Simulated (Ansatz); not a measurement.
System: difluoro(trifluoromethyl)borane, CBF$_{5}$, net charge 0, singlet state. 
Structure (B3LYP-D3(BJ)/def2-TZVP (Ansatz, an electronic-structure program) minimum search):
```
C
F 1 1.3441
F 1 1.3522 2 107.53
F 1 1.3524 2 107.52 3 -115.35
B 1 1.6155 2 112.91 3 122.37
F 5 1.3086 1 120.62 2 0.50
F 5 1.3094 6 120.32 1 -179.96
```
Charge 0, spin multiplicity 1.

Basis-set convergence of Hartree-Fock and MP2 correlation energies (hartree) with Ansatz. Correlated levels leave the core frozen unless marked. Spin-orbit coupling is left out. Non-relativistic.

```csv
basis,functions,E(HF),"E(corr, MP2)"
aug-cc-pVDZ,161,-559.93790,-1.21723
aug-cc-pVTZ,322,-560.10315,-1.52658
aug-cc-pVQZ,560,-560.14218,-1.64259
```

Extrapolating the two largest sets (X = 3 and 4) as X^-3: E(corr) = (64·(-1.64259) - 27·(-1.52658))/37 = -1.7272 Eh, an estimate of the basis-set limit. The largest set recovers 95.1 % of it, the smallest 70.5 %.
